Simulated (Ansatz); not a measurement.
C$_{4}$N$_{4}$Sn (`N#[C][Sn]([C]#N)([C]#N)[C]#N`), relaxed with RKS PBE-D4/def2-SVP in Ansatz from a rough embedded geometry. The force threshold is 0.03 eV/Å; the program also tests the step.

The species carries charge 0 and has multiplicity 1. Sn takes the def2 core potential.

Start:

```xyz
9

N    -0.535    2.786   -1.693
C    -0.341    1.758   -1.058
Sn   -0.015   -0.021    0.046
C     0.219    0.473    2.001
N     0.281    0.699    3.187
C     1.763   -0.928   -0.663
N     2.736   -1.409   -1.058
C    -1.587   -1.298   -0.296
N    -2.521   -2.059   -0.466
```

Task: By how much does the energy fall, and how many steps does the optimiser take? (An estimate is asked.)

Result: Ansatz gave: 0.40 eV, in 2 steps.

Task: Which bonds change most? (An estimate is asked.)

Result: Computed: Sn3–C4 from 2.030 to 2.101 Å; N1–C2 from 1.225 to 1.173 Å; Sn3–C8 from 2.054 to 2.101 Å; C8–N9 from 1.217 to 1.173 Å.

Task: Give the relaxed structure. (Estimate.)

Result: Computed: 
```xyz
9

N    -0.522    2.758   -1.686
C    -0.336    1.771   -1.081
Sn    0.001    0.001    0.001
C     0.183    0.449    2.046
N     0.281    0.695    3.188
C     1.769   -0.906   -0.681
N     2.756   -1.411   -1.064
C    -1.615   -1.312   -0.283
N    -2.517   -2.045   -0.440
```
